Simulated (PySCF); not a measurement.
# `O[SiH2][Si@H]1C[C@H]1Cl`, C2H7ClOSi2

Geometry:
```
atom   x (Å)   y (Å)   z (Å)
  O1   2.957  -0.516  -0.787
 Si2   1.831   0.235   0.117
 Si3  -0.247  -0.362  -0.649
  C4  -1.668  -0.554   0.594
  C5  -1.704   0.761  -0.155
 Cl6  -1.387   2.203   0.820
  H7   3.133  -1.451  -0.752
  H8   2.195   1.627  -0.112
  H9   2.010  -0.138   1.528
 H10  -0.596  -1.055  -1.895
 H11  -2.504  -1.214   0.405
 H12  -1.459  -0.478   1.652
 H13  -2.565   0.943  -0.784
```

Computed, not measured: TDDFT BHandHLYP/def2-SVPD circular dichroism and optical rotation, one conformer, gas phase in PySCF 2.14.0. Geometry: GFN2-xTB.

The molecule is flexible and this is one conformer; a measurement averages over conformers. Singlets 6 and 7 lie within 0.01 eV of each other, so their separate moments and overlaps can depend on how they mix.

Stereocentres: Si3 S, C5 R.

(1) Give the optical rotatory dispersion at 633, 589.3, 546, 436, 405, 365, 355 nm.

(2) And for the mirror image at 589.3 nm?

(3) What is the molar rotation [Φ] = [α]·M/100 of the geometry above at 589.3 nm?

## Answers

(1) [α] in deg dm⁻¹ (g/mL)⁻¹:
| λ (nm) | origin-invariant length gauge | modified velocity gauge | length gauge (centre of mass) | isotropic polarisability (au) |
| --- | --- | --- | --- | --- |
| 633 | -31.5 | -44.3 | -28.0 | 96.8 |
| 589.3 | -37.9 | -52.8 | -33.8 | 97.3 |
| 546 | -46.7 | -64.0 | -41.8 | 97.9 |
| 436 | -92.0 | -119.2 | -83.3 | 100.6 |
| 405 | -118.3 | -149.5 | -107.7 | 101.9 |
| 365 | -174.5 | -211.5 | -160.2 | 104.2 |
| 355 | -195.2 | -233.6 | -179.5 | 105.0 |

(2) +37.9 deg dm⁻¹ (g/mL)⁻¹ (origin-invariant length gauge): the same size and the opposite sign.

(3) With M = 138.70 g/mol, -52.6 deg cm² dmol⁻¹ (origin-invariant length gauge).

The first excitation lies at 5.21 eV (238 nm) with R = +7.1 × 10⁻⁴⁰ esu² cm² (velocity form).
